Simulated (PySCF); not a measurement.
## Calculated data, AlBH3O2, AlBH4NSi, CH6AlB2, CH5AlBO and others

Computed with PySCF 2.14.0. Calculation on a computer-drawn molecule: optimised geometry and harmonic frequencies of an isolated molecule of the commonest isotopes, restricted reference for singlets and unrestricted otherwise, frozen core in MP2.

```yaml
- entry: 1
  formula: AlBH3O2
  start_structure:
    atoms_angstrom:
      - [B, 0.6464, -1.5582, -0.1165]
      - [Al, 0.226, -0.0097, -1.4237]
      - [O, -0.188, -0.5179, -2.9254]
      - [O, 0.3655, 1.558, -0.8286]
      - [H, -0.3101, -2.2164, 0.338]
      - [H, 1.6111, -2.1421, -0.179]
      - [H, 0.462, 2.4923, -0.4065]
  given:
    charge: -1
    multiplicity: 1
    method: HF
    basis: "aug-cc-pV(D+d)Z"
    drawn_bonds_atom: [1, 2, 2, 1, 1, 4]
    drawn_bonds_other_atom: [2, 3, 4, 5, 6, 7]
    drawn_bonds_order: [1, 1, 1, 1, 1, 1]
  results:
    optimised_atom_element: [B, Al, O, O, H, H, H]
    "optimised_atom_x [angstrom]": [0.6449, 0.1742, -0.3572, 0.4749, -0.159, 1.738, 0.2972]
    "optimised_atom_y [angstrom]": [-1.684, 0.02573, -0.0137, 1.472, -2.255, -2.214, 2.274]
    "optimised_atom_z [angstrom]": [-0.1703, -1.427, -2.959, -0.4765, 0.542, -0.1128, -0.938]
    "modes_frequency [cm^-1]": [150.1, 173.2, 243.2, 262.5, 443.4, 524.6, 569.6, 712.8, 781.8, 889.6, 1057, 1254, 2533, 2561, 4191]
    "modes_reduced_mass [dalton]": [3.965, 1.039, 2.79, 5.145, 1.224, 4.491, 1.462, 9.475, 1.282, 1.424, 14.63, 1.142, 1.057, 1.115, 1.066]
    "rotational_constants [GHz]": [6.66, 5.47, 3.077]
    "total_energy [hartree]": -418.1569
    "convergence_status_largest_gradient_component [hartree/bohr]": 1.897e-05
- entry: 2
  formula: AlBH3O2
  start_structure:
    atoms_angstrom:
      - [B, 0.6449, -1.6838, -0.1703]
      - [Al, 0.1742, 0.0257, -1.4267]
      - [O, -0.3572, -0.0137, -2.9593]
      - [O, 0.4749, 1.4723, -0.4765]
      - [H, -0.159, -2.2546, 0.542]
      - [H, 1.7379, -2.2142, -0.1128]
      - [H, 0.2972, 2.2743, -0.938]
  given:
    charge: -1
    multiplicity: 1
    method: MP2
    basis: "aug-cc-pV(D+d)Z"
    drawn_bonds_atom: [1, 2, 2, 1, 1, 4]
    drawn_bonds_other_atom: [2, 3, 4, 5, 6, 7]
    drawn_bonds_order: [1, 1, 1, 1, 1, 1]
  results:
    optimised_atom_element: [B, Al, O, O, H, H, H]
    "optimised_atom_x [angstrom]": [0.6462, 0.1793, -0.3677, 0.487, -0.1648, 1.737, 0.2964]
    "optimised_atom_y [angstrom]": [-1.677, 0.02733, -0.06261, 1.5, -2.263, -2.223, 2.304]
    "optimised_atom_z [angstrom]": [-0.1658, -1.412, -2.994, -0.4375, 0.5326, -0.1255, -0.9394]
    "modes_frequency [cm^-1]": [126.8, 160.4, 222.1, 228.8, 401.7, 513.3, 542.9, 652.1, 741.4, 845.0, 926.8, 1195, 2506, 2551, 3845]
    "modes_reduced_mass [dalton]": [4.061, 1.064, 2.946, 5.356, 1.215, 4.778, 1.385, 7.968, 1.277, 1.525, 8.237, 1.141, 1.058, 1.116, 1.066]
    "rotational_constants [GHz]": [6.264, 5.484, 2.995]
    "total_energy [hartree]": -418.7397
    "convergence_status_largest_gradient_component [hartree/bohr]": 1.764e-05
- entry: 3
  formula: AlBH4NSi
  start_structure:
    atoms_angstrom:
      - [B, -0.3564, 0.8778, -3.7275]
      - [Al, -0.0766, 1.5632, -1.8546]
      - ["N", 0.0682, 2.1627, -0.2146]
      - [Si, 0.2712, 2.6771, 1.3302]
      - [H, 0.5341, 0.9392, -4.4598]
      - [H, -1.3793, 0.2822, -4.1265]
      - [H, 0.8028, 1.9, 2.4092]
      - [H, -0.0435, 4.0159, 1.7088]
  given:
    charge: 1
    multiplicity: 1
    method: HF
    basis: "cc-pV(D+d)Z"
    drawn_bonds_atom: [1, 2, 3, 1, 1, 4, 4]
    drawn_bonds_other_atom: [2, 3, 4, 5, 6, 7, 8]
    drawn_bonds_order: [1, 2, 1, 1, 1, 1, 1]
  results:
    optimised_atom_element: [B, Al, "N", Si, H, H, H, H]
    "optimised_atom_x [angstrom]": [-0.3466, -0.09952, 0.09183, 0.2727, 0.559, -1.382, 0.8, -0.07482]
    "optimised_atom_y [angstrom]": [0.8336, 1.571, 2.143, 2.684, 0.9515, 0.3283, 1.853, 4.053]
    "optimised_atom_z [angstrom]": [-3.763, -1.75, -0.1881, 1.293, -4.525, -4.058, 2.377, 1.68]
    "modes_frequency [cm^-1]": [45.12, 85.54, 86.61, 186.1, 208.5, 447.1, 642.9, 736.0, 751.8, 794.5, 902.9, 1079, 1202, 1435, 2405, 2425, 2741, 2866]
    "modes_reduced_mass [dalton]": [1.008, 4.051, 4.161, 6.401, 6.572, 5.5, 1.246, 11.39, 1.249, 1.188, 1.301, 1.069, 1.106, 14.18, 1.029, 1.058, 1.044, 1.133]
    "rotational_constants [GHz]": [95.84, 1.513, 1.509]
    "total_energy [hartree]": -612.0665
    "convergence_status_largest_gradient_component [hartree/bohr]": 2.134e-05
- entry: 4
  formula: CH6AlB2
  start_structure:
    atoms_angstrom:
      - [B, -2.19, 0.9949, -1.9808]
      - [Al, -0.5602, 0.0771, -1.1854]
      - [B, 1.0873, -0.8808, -0.3851]
      - [C, 2.1005, -1.7784, -1.2161]
      - [H, -2.4444, 1.007, -3.1194]
      - [H, -2.846, 1.6874, -1.3709]
      - [H, 1.3524, -0.8129, 0.7948]
      - [H, 1.8427, -1.9627, -2.2571]
      - [H, 3.09, -1.4215, -1.0637]
      - [H, 2.1436, -2.805, -0.7732]
  given:
    charge: 0
    multiplicity: 2
    method: HF
    basis: "cc-pV(D+d)Z"
    drawn_bonds_atom: [1, 2, 3, 1, 1, 3, 4, 4, 4]
    drawn_bonds_other_atom: [2, 3, 4, 5, 6, 7, 8, 9, 10]
    drawn_bonds_order: [1, 1, 1, 1, 1, 1, 1, 1, 1]
  results:
    optimised_atom_element: [B, Al, B, C, H, H, H, H, H, H]
    "optimised_atom_x [angstrom]": [-2.118, -0.09875, 1.129, 2.029, -2.489, -2.932, 1.211, 1.918, 3.082, 1.845]
    "optimised_atom_y [angstrom]": [0.9759, 0.7172, -0.7811, -1.853, 0.737, 1.464, -0.7647, -1.913, -1.63, -2.848]
    "optimised_atom_z [angstrom]": [-1.952, -1.371, -0.4598, -1.2, -3.072, -1.211, 0.7466, -2.284, -0.9787, -0.7757]
    "modes_frequency [cm^-1]": [60.53, 79.03, 110.1, 196.0, 258.2, 449.5, 519.0, 596.8, 674.7, 809.2, 833.7, 865.6, 1041, 1168, 1218, 1422, 1548, 1565, 2626, 2641, 2716, 3141, 3198, 3243]
    "modes_reduced_mass [dalton]": [1.257, 2.198, 2.818, 1.636, 1.556, 3.631, 1.321, 5.431, 1.146, 1.431, 1.173, 1.429, 3.071, 1.435, 1.139, 1.263, 1.067, 1.057, 1.087, 1.054, 1.122, 1.042, 1.094, 1.1]
    "rotational_constants [GHz]": [18.65, 2.138, 2.057]
    "total_energy [hartree]": -332.5640
    spin_squared: 0.8047
    "convergence_status_largest_gradient_component [hartree/bohr]": 9.738e-06
- entry: 5
  formula: CH5AlBO
  start_structure:
    atoms_angstrom:
      - [B, -0.7269, 0.9882, 3.3827]
      - [Al, -0.4307, 0.8263, 1.4192]
      - [C, -0.1989, 0.579, -0.5805]
      - [O, 0.3633, -0.5511, 0.3191]
      - [H, -1.8147, 0.8135, 3.7342]
      - [H, -0.0722, 1.7893, 3.8952]
      - [H, 0.6307, 0.97, -1.1911]
      - [H, -0.9126, 0.1581, -1.295]
      - [H, 0.776, -1.1982, -0.2519]
  given:
    charge: 0
    multiplicity: 2
    method: HF
    basis: "cc-pV(D+d)Z"
    drawn_bonds_atom: [1, 2, 3, 1, 1, 3, 3, 4]
    drawn_bonds_other_atom: [2, 3, 4, 5, 6, 7, 8, 9]
    drawn_bonds_order: [1, 1, 1, 1, 1, 1, 1, 1]
  results:
    optimised_atom_element: [B, Al, C, O, H, H, H, H, H]
    "optimised_atom_x [angstrom]": [-0.9459, -0.06321, 0.02019, 0.6933, -2.074, -0.2903, 0.5338, -0.9968, 0.7371]
    "optimised_atom_y [angstrom]": [1.386, 0.003826, 0.1421, -0.9949, 1.243, 2.241, 1.072, 0.2214, -0.9393]
    "optimised_atom_z [angstrom]": [3.251, 1.893, -0.09548, -0.6077, 3.647, 3.79, -0.3858, -0.5096, -1.551]
    "modes_frequency [cm^-1]": [55.63, 106.5, 206.9, 257.4, 339.7, 491.0, 499.2, 641.4, 646.6, 864.2, 1133, 1206, 1255, 1313, 1456, 1580, 2638, 2715, 3094, 3125, 4128]
    "modes_reduced_mass [dalton]": [3.587, 3.953, 1.042, 7.042, 1.125, 1.203, 4.068, 4.922, 1.281, 1.371, 7.511, 1.139, 1.081, 1.119, 1.35, 1.085, 1.052, 1.122, 1.055, 1.102, 1.067]
    "rotational_constants [GHz]": [26.05, 2.395, 2.266]
    "total_energy [hartree]": -382.1626
    spin_squared: 0.8107
    "convergence_status_largest_gradient_component [hartree/bohr]": 2.237e-05
- entry: 6
  formula: B2H5O
  start_structure:
    atoms_angstrom:
      - [B, -1.5512, -1.1757, 1.3845]
      - [B, -0.7126, -0.3137, 0.2366]
      - [O, -1.0032, -0.245, -1.092]
      - [H, -2.534, -1.7735, 0.8821]
      - [H, -1.9994, -0.5427, 2.314]
      - [H, -0.8722, -2.0764, 1.9195]
      - [H, 0.3003, 0.3564, 0.3809]
      - [H, -1.8868, -0.7476, -1.1936]
  given:
    charge: -1
    multiplicity: 1
    method: HF
    basis: aug-cc-pVDZ
    drawn_bonds_atom: [1, 2, 1, 1, 1, 2, 3]
    drawn_bonds_other_atom: [2, 3, 4, 5, 6, 7, 8]
    drawn_bonds_order: [1, 1, 1, 1, 1, 1, 1]
  results:
    optimised_atom_element: [B, B, O, H, H, H, H, H]
    "optimised_atom_x [angstrom]": [-1.574, -0.6988, -1.069, -2.566, -1.981, -0.8383, 0.3162, -1.848]
    "optimised_atom_y [angstrom]": [-1.221, -0.3094, -0.2344, -1.788, -0.4754, -2.093, 0.3598, -0.7564]
    "optimised_atom_z [angstrom]": [1.404, 0.2324, -1.111, 0.8672, 2.321, 1.916, 0.4228, -1.221]
    "modes_frequency [cm^-1]": [94.59, 311.7, 487.1, 677.0, 783.4, 860.5, 984.6, 1073, 1153, 1185, 1209, 1233, 1340, 2176, 2250, 2285, 2434, 4155]
    "modes_reduced_mass [dalton]": [1.211, 1.99, 1.102, 2.018, 1.193, 1.824, 1.647, 1.382, 1.373, 1.427, 1.057, 1.402, 1.698, 1.089, 1.098, 1.046, 1.088, 1.065]
    "rotational_constants [GHz]": [39.7, 7.876, 6.944]
    "total_energy [hartree]": -127.1742
    "convergence_status_largest_gradient_component [hartree/bohr]": 2.033e-05
- entry: 7
  formula: CH5B2O
  start_structure:
    atoms_angstrom:
      - [B, 0.8835, -0.8686, -0.4338]
      - [C, -0.2486, 0.135, 0.2146]
      - [B, -0.5943, 1.2498, -0.6814]
      - [O, -0.8717, 2.1773, -1.3747]
      - [H, 1.1263, -1.7956, 0.3019]
      - [H, 1.9884, -0.2362, -0.6714]
      - [H, 0.5367, -1.3257, -1.505]
      - [H, 0.1353, 0.4616, 1.1877]
      - [H, -1.1437, -0.5822, 0.4065]
  given:
    charge: -1
    multiplicity: 1
    method: HF
    basis: aug-cc-pVDZ
    drawn_bonds_atom: [1, 2, 3, 1, 1, 1, 2, 2]
    drawn_bonds_other_atom: [2, 3, 4, 5, 6, 7, 8, 9]
    drawn_bonds_order: [1, 1, 2, 1, 1, 1, 1, 1]
  results:
    optimised_atom_element: [B, C, B, O, H, H, H, H, H]
    "optimised_atom_x [angstrom]": [0.943, -0.245, -0.6095, -0.9118, 1.176, 1.983, 0.5397, 0.0945, -1.158]
    "optimised_atom_y [angstrom]": [-0.9041, 0.08917, 1.269, 2.21, -1.841, -0.2481, -1.36, 0.4845, -0.485]
    "optimised_atom_z [angstrom]": [-0.4617, 0.2197, -0.6729, -1.366, 0.3228, -0.6488, -1.546, 1.184, 0.4138]
    "modes_frequency [cm^-1]": [172.1, 180.3, 427.1, 537.3, 629.7, 731.2, 858.0, 937.8, 1001, 1163, 1183, 1227, 1244, 1248, 1513, 2027, 2288, 2293, 2334, 3127, 3161]
    "modes_reduced_mass [dalton]": [3.416, 1.133, 2.251, 5.342, 1.266, 2.448, 3.006, 1.714, 1.665, 1.146, 1.553, 1.194, 1.065, 1.062, 1.106, 11.41, 1.105, 1.104, 1.032, 1.059, 1.099]
    "rotational_constants [GHz]": [24.62, 4.029, 3.645]
    "total_energy [hartree]": -165.0997
    "convergence_status_largest_gradient_component [hartree/bohr]": 2.932e-05
- entry: 8
  formula: BH6Si
  start_structure:
    atoms_angstrom:
      - [B, -0.171, -0.8499, 0.1487]
      - [Si, -2.1152, -0.6731, -0.2008]
      - [H, 0.1799, -2.0358, 0.2495]
      - [H, 0.4552, -0.3843, -0.8052]
      - [H, 0.1801, -0.3031, 1.2301]
      - [H, -2.704, 0.6737, -0.2778]
      - [H, -3.0461, -1.2073, 0.9006]
      - [H, -2.7184, -1.275, -1.4005]
  given:
    charge: -1
    multiplicity: 1
    method: HF
    basis: "aug-cc-pV(D+d)Z"
    drawn_bonds_atom: [1, 1, 1, 1, 2, 2, 2]
    drawn_bonds_other_atom: [2, 3, 4, 5, 6, 7, 8]
    drawn_bonds_order: [1, 1, 1, 1, 1, 1, 1]
  results:
    optimised_atom_element: [B, Si, H, H, H, H, H, H]
    "optimised_atom_x [angstrom]": [-0.1283, -2.145, 0.1386, 0.4645, 0.1587, -2.678, -3.051, -2.698]
    "optimised_atom_y [angstrom]": [-0.8625, -0.671, -2.069, -0.3509, -0.277, 0.7415, -1.248, -1.318]
    "optimised_atom_z [angstrom]": [0.1533, -0.1596, 0.2382, -0.8062, 1.206, -0.2837, 0.9089, -1.412]
    "modes_frequency [cm^-1]": [201.9, 405.7, 405.8, 547.2, 817.3, 817.4, 1003, 1035, 1035, 1133, 1225, 1225, 2089, 2089, 2141, 2348, 2349, 2358]
    "modes_reduced_mass [dalton]": [1.008, 1.042, 1.042, 3.918, 1.332, 1.332, 1.106, 1.03, 1.03, 1.235, 1.06, 1.06, 1.045, 1.045, 1.025, 1.106, 1.106, 1.028]
    "rotational_constants [GHz]": [51.87, 9.498, 9.498]
    "total_energy [hartree]": -317.1017
    "convergence_status_largest_gradient_component [hartree/bohr]": 1.993e-05
- entry: 9
  formula: B4H5
  start_structure:
    atoms_angstrom:
      - [B, -0.5516, 1.031, 0.1393]
      - [B, 0.0603, 0.0599, -0.8242]
      - [B, 1.4973, 0.6541, -1.4981]
      - [B, 1.1756, 1.5586, -2.7155]
      - [H, -0.9313, 1.8516, 0.8979]
      - [H, -0.1142, -1.0518, -1.0708]
      - [H, 2.5205, 0.2936, -1.0055]
      - [H, 1.1288, 1.1204, -3.8343]
      - [H, 1.0193, 2.6851, -2.6334]
  given:
    charge: 0
    multiplicity: 2
    method: HF
    basis: cc-pVDZ
    drawn_bonds_atom: [1, 2, 3, 1, 2, 3, 4, 4]
    drawn_bonds_other_atom: [2, 3, 4, 5, 6, 7, 8, 9]
    drawn_bonds_order: [1, 1, 1, 1, 1, 1, 1, 1]
  results:
    optimised_atom_element: [B, B, B, B, H, H, H, H, H]
    "optimised_atom_x [angstrom]": [-0.6859, 0.1054, 1.44, 1.35, -1.269, -0.3101, 2.539, 1.274, 1.36]
    "optimised_atom_y [angstrom]": [0.946, 0.1735, 0.7081, 1.575, 1.503, -0.9328, 0.4154, 1.033, 2.78]
    "optimised_atom_z [angstrom]": [0.4775, -0.6695, -1.561, -2.994, 1.343, -0.929, -1.149, -4.066, -2.995]
    "modes_frequency [cm^-1]": [112.1, 190.4, 210.5, 362.4, 385.1, 509.1, 604.5, 647.0, 676.0, 814.3, 920.8, 939.4, 977.3, 1085, 1201, 1269, 2630, 2635, 2654, 2713, 2873]
    "modes_reduced_mass [dalton]": [2.777, 1.915, 1.979, 1.243, 1.224, 1.152, 1.284, 1.136, 3.062, 1.471, 1.77, 1.523, 2.327, 1.692, 4.259, 1.335, 1.084, 1.082, 1.067, 1.12, 1.108]
    "rotational_constants [GHz]": [21.17, 3.738, 3.497]
    "total_energy [hartree]": -101.5169
    spin_squared: 0.7582
    "convergence_status_largest_gradient_component [hartree/bohr]": 3.359e-05
- entry: 10
  formula: CH6B2N
  start_structure:
    atoms_angstrom:
      - [B, 0.0483, 1.7897, -0.5075]
      - [B, -0.9023, 0.5434, -0.8067]
      - [C, -0.1829, -0.6913, -1.4781]
      - ["N", -0.8486, -1.1618, -2.7314]
      - [H, 0.845, 2.4868, -0.2349]
      - [H, -2.0875, 0.4289, -0.634]
      - [H, -0.2721, -1.5761, -0.8456]
      - [H, 0.8423, -0.6055, -1.7357]
      - [H, -0.7781, -0.4535, -3.3903]
      - [H, -1.9137, -1.3397, -2.5499]
  given:
    charge: 0
    multiplicity: 2
    method: HF
    basis: cc-pVDZ
    drawn_bonds_atom: [1, 2, 3, 1, 2, 3, 3, 4, 4]
    drawn_bonds_other_atom: [2, 3, 4, 5, 6, 7, 8, 9, 10]
    drawn_bonds_order: [1, 1, 1, 1, 1, 1, 1, 1, 1]
  results:
    optimised_atom_element: [B, B, C, "N", H, H, H, H, H, H]
    "optimised_atom_x [angstrom]": [0.1131, -0.7527, -0.1866, -0.9647, 0.7184, -1.95, -0.1261, 0.8456, -1.034, -1.913]
    "optimised_atom_y [angstrom]": [1.765, 0.601, -0.7415, -1.336, 2.644, 0.7714, -1.482, -0.6331, -0.6814, -1.485]
    "optimised_atom_z [angstrom]": [-0.2637, -0.9631, -1.621, -2.713, 0.2463, -0.9397, -0.8116, -1.966, -3.475, -2.408]
    "modes_frequency [cm^-1]": [62.46, 205.0, 263.2, 370.6, 391.2, 596.9, 713.6, 864.2, 944.5, 971.4, 1049, 1134, 1180, 1231, 1438, 1493, 1552, 1787, 2625, 2867, 3139, 3195, 3704, 3776]
    "modes_reduced_mass [dalton]": [2.331, 2.34, 1.129, 1.246, 2.449, 1.261, 1.777, 1.803, 2.026, 1.411, 1.519, 3.493, 1.25, 1.973, 1.504, 1.207, 1.077, 1.087, 1.089, 1.108, 1.069, 1.092, 1.052, 1.092]
    "rotational_constants [GHz]": [30.69, 3.679, 3.494]
    "total_energy [hartree]": -145.0911
    spin_squared: 0.7579
    "convergence_status_largest_gradient_component [hartree/bohr]": 2.484e-05
```
